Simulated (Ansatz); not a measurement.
Cartesian coordinates (Å):
```xyz
9

Si     1.5052    -0.3145     0.3483
O     -0.0962    -0.0115     0.5580
Si    -1.5003     0.3777    -0.1482
Cl    -1.7022    -0.6291    -1.9258
H      2.1803     0.8965    -0.1857
H      2.0716    -0.6636     1.6728
H      1.6888    -1.4426    -0.5977
H     -1.5398     1.8235    -0.4578
H     -2.6073    -0.0363     0.7361
```
Charge 0, multiplicity 1.

All values below come from frozen-core CCSD(T)/def2-TZVPP // PBE0-D4/def2-TZVP run with Ansatz (a quantum-chemistry and plane-wave program).

| Item | Result |
|---|---|
| HF energy | -1115.36238 Ha |
| MP2 correlation energy | -0.66924 Ha |

Estimate the CCSD correlation energy, the (T) correction, the total energy and the T1 diagnostic.


* **CCSD correlation energy**: -0.72075 Ha
* **(T) correction**: -0.02556 Ha
* **CCSD(T) total energy**: -1116.10870 Ha
* **T1 diagnostic**: 0.010
